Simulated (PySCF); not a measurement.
Spectrum to structure. Method: TDDFT CAM-B3LYP/def2-SVPD, vertical, gas phase, core orbitals frozen in the response in PySCF 2.14.0, density-fitted response routines. Geometries: PBE0-D3(BJ)/def2-SVP, one conformer each.

```
state  E (eV)  λ (nm)       f
   S1    5.57   222.7  0.0000
   S2    5.69   218.0   0.210
   S3    6.22   199.3  0.0000
   S4    6.88   180.1  0.0005
   S5    7.33   169.3   0.238
   S6    7.61   163.0   0.017
```

Question: Which structure fits? All have the formula C8H12.
A. `C=C/C=C\C(=C)CC`
B. `C#CC(=C)C(C)(C)C`
C. `C1=C[C@H]2CC[C@@H]1CC2`

Answer: B. Its S1 lies at 5.57 eV; the nearest of the others has S1 at 4.85 eV. S1 is HOMO-1→LUMO (92%). Löwdin shares by element: HOMO carbon 88% or more; LUMO carbon 79% or more (atoms not listed hold the other 21%). At the same level the other candidates give, for their lowest levels:
- `C1=C[C@H]2CC[C@@H]1CC2`: 6.78 eV (f 0.040); 6.91 eV (f 0.180); 7.36 eV (f 0.007); 7.71 eV (f 0.000); 7.72 eV (f 0.000); T1 4.22 eV; HOMO -8.28, LUMO 1.33 eV
- `C=C/C=C\C(=C)CC`: 4.85 eV (f 0.909); 6.15 eV (f 0.001); 6.23 eV (f 0.005); 6.59 eV (f 0.023); 6.68 eV (f 0.002); T1 2.55 eV; HOMO -7.36, LUMO -0.35 eV

The values belong to the conformer `[CH:1]#[C:2][C:3](=[CH2:4])[C:5]([CH3:6])([CH3:7])[CH3:8]`: C2–C3–C5–C6 180°.
Triplets come from the Tamm–Dancoff approximation.
